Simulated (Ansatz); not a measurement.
InF, singlet: energies of several shapes or isomers

Calculated in Ansatz's Gaussian-basis code. Basis cc-pwCVTZ-PP on In, cc-pVTZ on F, scalar-relativistic core potentials (28 electrons on In), no spin–orbit coupling, 5 orbitals frozen in the corrections; active space CAS(6,6), shells under the valence barred from it. Restricted Hartree–Fock, then the lowest state-specific CASSCF solution met for each case. Coupled cluster stands on the determinant that it favours, not always the lowest RHF. Single-reference values can break down or jump between states where bonds are stretched. Solutions in different active orbitals can move differences by tenths of an eV and at times more than 1 eV.

Case A: bond length 2.2828 Å.

Case B: bond length 1.9850 Å.

Energy less that of case A, in eV:

| case | RHF/ROHF | CCSD(T) |
| --- | --- | --- |
| B | -0.558 | -0.532 |

(1) Give the SC-NEVPT2 energies against case A.

Results:

(1) B: -0.479 eV (-11.0 kcal/mol).
